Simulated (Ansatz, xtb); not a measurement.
# Two structures of GaH7Si2

We compare X, `[SiH3][SiH2][GaH2]`, a singlet, with Y, a singlet given by its coordinates. Both are gas-phase species (loosely bound parts included), relaxed with r2SCAN-D4/def2-SVP; the shapes shown needn't be the lowest conformers.

X (Å):

```xyz
10

Ga    0.2999   -1.5774    1.6174
Si   -1.7493    0.2273   -1.0988
Si   -0.3742   -1.6358   -0.6840
H    -1.0023    1.4892   -0.8038
H    -2.9530    0.1815   -0.2117
H    -2.2067    0.2655   -2.5217
H    -1.1646   -2.8640   -1.0207
H     0.7899   -1.5566   -1.6250
H    -0.5796   -2.2555    2.7239
H     1.5877   -0.7952    2.0506
```

Y (Å):

```xyz
10

Ga    1.4266   -1.1833   -1.9260
Si   -1.4774   -0.3008   -1.2448
Si   -1.3967   -2.4835   -2.0600
H    -2.5231    0.5513   -1.8959
H    -0.1588    0.3161   -1.7238
H    -1.6001   -0.2070    0.2354
H     0.5818   -1.7238   -0.5614
H    -1.4781   -3.5310   -1.0059
H    -2.3996   -2.7668   -3.1357
H    -0.0522   -2.5496   -2.7924
```

Close contacts (Å): Si2–Si3 2.33, Ga1–H5 2.19, Ga1–H7 1.69, Ga1–H10 2.19, Si2–H4 1.50, Si2–H5 1.53, Si2–H6 1.49, Si3–H8 1.49, Si3–H9 1.50, Si3–H10 1.53.

Estimate which is lower in electronic energy at CCSD(T)/def2-TZVP, and by roughly how much.

The CCSD(T)/def2-TZVP calculation puts structure X lower, by 0.790 eV.

How the difference moves with the method:

```
             level            geometry  E(Y) − E(X) (eV)  departure from the last row (eV)  job, with rough time for the two
r2SCAN-D4/def2-SVP  r2SCAN-D4/def2-SVP              +0.779                            −0.012                optimisation, 57 s
      HF/def2-TZVP  r2SCAN-D4/def2-SVP              +0.988                            +0.197           part of the CCSD(T) run
     MP2/def2-TZVP  r2SCAN-D4/def2-SVP              +0.869                            +0.079           part of the CCSD(T) run
 CCSD(T)/def2-TZVP  r2SCAN-D4/def2-SVP              +0.790                                                  single point, 74 s
```

None of the levels shown reverses the order. The largest departure from CCSD(T)/def2-TZVP is that of HF/def2-TZVP, 0.197 eV. Levels run at GFN2-xTB geometries aren't shown.

With harmonic frequencies from r2SCAN-D4/def2-SVP (ideal gas, rigid rotor, one conformer each, 298.15 K, 1 atm): on the last row, ΔE + ΔZPE = +0.816, ΔH = +0.793, ΔG = +0.860 eV.

The correlated steps freeze 19 core orbitals; the filled d shell of Ga is correlated, in a basis made for valence electrons. Run with Ansatz 0.2.0; the last row on 2 threads of AMD EPYC 7R43 64-Core Processor (Zen 3) on a shared host.
